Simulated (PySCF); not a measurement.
SMILES Oc1ccc([SeH])s1, GFN2-xTB optimised geometry.

```
11

O     -1.42    -2.79     0.01
C     -0.62    -1.71     0.00
C      0.74    -1.71     0.00
C      1.29    -0.41     0.00
C      0.35     0.57     0.01
Se     0.65     2.45    -0.06
S     -1.26    -0.09    -0.01
H     -2.35    -2.54     0.01
H      1.33    -2.61     0.01
H      2.35    -0.20     0.00
H     -0.67     2.79     0.41
```

Density from B3LYP/def2-TZVP (PySCF 2.14.0) at that geometry.

Minimum of the electron density along straight lines between bonded atoms, close to the bond critical point (lines longer than 1.1 times the sum of covalent radii, or with two minima, are not listed):

| bond | length / Å | ρ at the minimum / e bohr⁻³ | ∇²ρ there / e bohr⁻⁵ | position (fraction from the first atom) |
|---|---|---|---|---|
| O1–C2 | 1.346 | 0.303 | -0.60 | 0.66 |
| C2–C3 | 1.358 | 0.337 | -1.00 | 0.53 |
| C3–C4 | 1.414 | 0.303 | -0.87 | 0.50 |
| C4–C5 | 1.358 | 0.334 | -0.98 | 0.48 |
| C5–Se6 | 1.901 | 0.160 | -0.17 | 0.50 |
| C2–S7 | 1.744 | 0.210 | -0.42 | 0.49 |
| C5–S7 | 1.742 | 0.207 | -0.40 | 0.48 |
| O1–H8 | 0.964 | 0.359 | -2.45 | 0.81 |
| C3–H9 | 1.073 | 0.289 | -1.04 | 0.65 |
| C4–H10 | 1.076 | 0.290 | -1.05 | 0.65 |
| Se6–H11 | 1.447 | 0.184 | -0.33 | 0.62 |
